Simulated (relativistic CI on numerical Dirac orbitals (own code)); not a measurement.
Calculated at this level of theory: Dirac equation for one electron, model QED (radiative potential, 1s self-energy scaled to tabulated hydrogen-like ionisation energies) (own radial code, finite nucleus).

Configurations in the expansion: 1s, 2s, 2p, 3s, 3p, 3d, 4s, 4p, 4d, 4f, 5s, 5p, 5d, 5f, 5g, 6s, 6p, 6d. Levels of other configurations are missing.

Outline of the computed level scheme of Pd XLVI. Lowest level of each configuration: 1s 2S_1/2 at 0.0 eV; 2p 2P°_1/2 at 22155.8 eV; 2s 2S_1/2 at 22159.9 eV; 3p 2P°_1/2 at 26328.5 eV; 3s 2S_1/2 at 26329.8 eV; 3d 2D_3/2 at 26393.3 eV; 4p 2P°_1/2 at 27780.0 eV; 4s 2S_1/2 at 27780.5 eV; 4d 2D_3/2 at 27807.2 eV.

Some strong electric-dipole decays among the lowest 14 levels: 2p 2P°_1/2 → 1s 2S_1/2 (2.8e+15 s⁻¹); 2p 2P°_3/2 → 1s 2S_1/2 (2.7e+15 s⁻¹); 3p 2P°_3/2 → 1s 2S_1/2 (7.4e+14 s⁻¹); 3p 2P°_1/2 → 1s 2S_1/2 (7.3e+14 s⁻¹); 4p 2P°_3/2 → 1s 2S_1/2 (3.0e+14 s⁻¹); 4p 2P°_1/2 → 1s 2S_1/2 (2.9e+14 s⁻¹); 3d 2D_5/2 → 2p 2P°_3/2 (2.9e+14 s⁻¹); 3d 2D_3/2 → 2p 2P°_1/2 (2.5e+14 s⁻¹).
